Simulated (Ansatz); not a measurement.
Abridged output of a molecular run in Ansatz:

```
Functional definition: HF
1777 factors; integrals over basis functions are off by at most 1.1e-3 eV
mean field evaluation 1: about -36567.9206 eV, gradient 3.8e1 eV
mean field evaluation 2: about -36568.2712 eV, gradient 3.9e1 eV
mean field evaluation 4: about -36572.1635 eV, gradient 4.3e0 eV
mean field evaluation 8: about -36572.2679 eV, gradient 3.0e-1 eV
mean field evaluation 16: about -36572.2684 eV, gradient 1.1e-6 eV
mean field -36572.26841521 eV, -1344.0060746852 hartree, gradient 1.1e-6 eV, S^2 0.000000; 0 other end points of the search recorded, 0 dependent functions left out
21 core orbitals not correlated: weight in the atoms' cores, before any rotation towards them, 1.000 or more for the frozen orbitals, at most 0.000 for the correlated occupied ones
reference -36572.26841521 eV, -1344.0060746852 hartree; 16, 16 occupied and 274, 274 virtual orbitals, 1777 factors
second order -21.60498209 eV of doubles, -0.00000000 eV of singles
cycle   1  -22.87748990 eV  change    -1.3e0 eV  update   1.1e-1
cycle   2  -23.54563363 eV  change   -6.7e-1 eV  update   3.5e-2
cycle   3  -23.65805379 eV  change   -1.1e-1 eV  update   1.7e-2
cycle   4  -23.64747760 eV  change    1.1e-2 eV  update   4.3e-3
cycle   5  -23.64513301 eV  change    2.3e-3 eV  update   1.7e-3
cycle   6  -23.64493482 eV  change    2.0e-4 eV  update   5.0e-4
cycle   7  -23.64462681 eV  change    3.1e-4 eV  update   1.7e-4
cycle   8  -23.64464334 eV  change   -1.7e-5 eV  update   5.6e-5
cycle   9  -23.64466832 eV  change   -2.5e-5 eV  update   2.3e-5
perturbative correction -0.92510457 eV, -0.0339969657 hartree
Total energy: -36596.83818810 eV, -1344.9089971850 hartree
```

Its atoms:

Cartesian coordinates in Å:
```
O -1.560 -2.390 0.131
Si -0.395 -1.321 -0.327
S 1.578 -1.916 0.283
Si -0.854 0.724 0.696
Si 0.752 2.273 -0.006
H -1.410 -3.319 -0.055
H -0.328 -1.207 -1.810
H 1.915 -2.417 -0.917
H -0.789 0.559 2.175
H -2.221 1.187 0.328
H 0.402 3.644 0.455
H 2.084 1.904 0.539
H 0.827 2.280 -1.493
```

**Question.** Which basis set was used?
A. def2-TZVPP
B. cc-pV(Q+d)Z
C. def2-SVPD
D. cc-pV(D+d)Z

**Answer.** A. It gives 311 functions.

**Question.** Write the keys of the input that set method, charge and spin (a neutral closed shell needs none for the last two).

**Answer.** 
```yaml
correlation: {method: ccsd_t}
```
